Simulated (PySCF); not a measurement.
## Correlation energy of Ag²⁺ (silver, charge +2)

[Kr] 4d8 5s1, high-spin 4F determinant (an excited configuration). Computed with PySCF 2.14 in x2c-TZVPPall with one added diffuse shell each of s, p, d, f type (9s7p7d3f1g, 95 functions), with the spin-free X2C one-electron Hamiltonian (Gaussian nucleus). Frozen: [Kr]; 9 electrons correlated.

```
  level  correlation energy (mhartree)
   CCSD                        -243.01
    (T)                          -5.77
CCSD(T)                        -248.78
```

Diagnostics: T1 = 0.0053, D1 = 0.0206, largest double amplitude 0.015.

Question: Is a single reference adequate?

Answer: Yes, within this model without spin-orbit coupling: T1 lies below 0.03 and no double amplitude reaches 0.07.
